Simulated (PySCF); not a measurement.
PySCF input file for CH8AlNO2Si, SMILES C[N]([SiH3])[Al]([OH])[OH], C-PCM-B3LYP/def2-SVP. Geometry: PBE0-D3(BJ)/def2-SVP. The structure was generated by enumeration; whether it is a known compound was not checked. One conformer was computed; it need not be the lowest.

```python
import numpy as np
from pyscf import gto, scf, dft
from pyscf.solvent import pcm

mol = gto.M(
    atom='''
    Si    0.60578255   -2.01652526   -0.00000000
    N    -0.43259360   -0.62588765    0.00000000
    C    -1.87256613   -0.87899646    0.00000000
    Al    0.15903480    1.06099313    0.00000000
    O     1.79718062    1.50352922   -0.00000000
    O    -1.04177032    2.26138855   -0.00000000
    H     0.39706872   -2.88390463    1.20497555
    H     2.01937924   -1.52299229    0.00000001
    H     0.39706873   -2.88390464   -1.20497554
    H    -2.43673226    0.06595069   -0.00000000
    H    -2.19215155   -1.45165073   -0.89027952
    H    -2.19215155   -1.45165073    0.89027951
    H     2.54116937    0.90057145    0.00000001
    H    -0.86178923    3.20187400    0.00000000
    ''',
    basis='def2-SVP',
    charge=0,
    spin=0,
    max_memory=1600,
    verbose=3,
)
mf = dft.RKS(mol, xc='b3lyp').density_fit(auxbasis='def2-universal-jkfit')
mf.grids.level = 3
mf.conv_tol = 1e-9
mf.max_cycle = 100
mf.kernel()
res = {}
for name, eps in {'water': 78.355, 'benzene': 2.2706, 'acetonitrile': 35.688}.items():
    s = mf.PCM()
    s.with_solvent.method, s.with_solvent.eps, s.with_solvent.lebedev_order = 'C-PCM', eps, 17
    s.kernel(mf.make_rdm1())
    res[name] = (s.e_tot, eps, s.dip_moment(), s.mo_energy, s.converged)
    print(f'{name}: electrostatic solvation free energy {(s.e_tot - mf.e_tot) * 627.509474:.3f} kcal/mol')
```

Log of the run:

```
converged SCF energy = -779.88006685814

WARN: PCM is an experimental feature. It is still in testing.
Features and APIs may be changed in the future.

converged SCF energy = -779.891293579852
Dipole moment(X, Y, Z, Debye):  0.60954,  0.23806, -0.00000
water: electrostatic solvation free energy -7.045 kcal/mol

WARN: PCM is an experimental feature. It is still in testing.
Features and APIs may be changed in the future.

converged SCF energy = -779.886227092145
Dipole moment(X, Y, Z, Debye):  0.46992,  0.20392, -0.00000
benzene: electrostatic solvation free energy -3.866 kcal/mol

WARN: PCM is an experimental feature. It is still in testing.
Features and APIs may be changed in the future.

converged SCF energy = -779.891106762326
Dipole moment(X, Y, Z, Debye):  0.60377,  0.23667, -0.00000
acetonitrile: electrostatic solvation free energy -6.928 kcal/mol
```

The run converged.

Cost: around 90 core-seconds (rough).
